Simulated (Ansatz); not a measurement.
Li5Al5⁺. Total charge 1; doublet. Geometry PBE0-D4/def2-SVP, basis def2-TZVP, Ansatz.

Cartesian coordinates in Å:
```
Li -2.459 -1.154 1.858
Li 2.951 -1.168 0.677
Li -1.611 -1.626 -1.359
Li -0.184 3.142 -0.799
Li 0.381 1.092 2.400
Al -1.381 0.770 0.190
Al -0.317 0.659 -2.201
Al 1.125 -1.344 -1.518
Al 0.136 -1.304 0.906
Al 1.357 0.934 -0.152
```

```json
{"run": "A", "HOMO (eV)": "-7.12", "LUMO (eV)": "-6.70"}
{"run": "B", "HOMO (eV)": "-7.11", "LUMO (eV)": "-6.22"}
{"run": "C", "HOMO (eV)": "-7.07", "LUMO (eV)": "-6.50"}
{"run": "D", "HOMO (eV)": "-7.66", "LUMO (eV)": "-5.87"}
```

Another isomer (doublet) lies 0.21 eV lower at PBE0-D4/def2-TZVP; other spin states weren't run for this one.

HOMO and LUMO are taken over both spins.

The runs used LDA (SPW92), PBE, PBE0, r2SCAN. Estimate which is which.

A LDA (SPW92) (0 % exact exchange); B r2SCAN (0 % exact exchange); C PBE (0 % exact exchange); D PBE0 (25 % exact exchange). Exact exchange lowers occupied and raises empty levels; among semilocal functionals meta-GGAs tend to open the gap a little, and such runs are hard to tell apart. The gap grows from 0.42 eV (LDA (SPW92)) to 1.79 eV (PBE0).
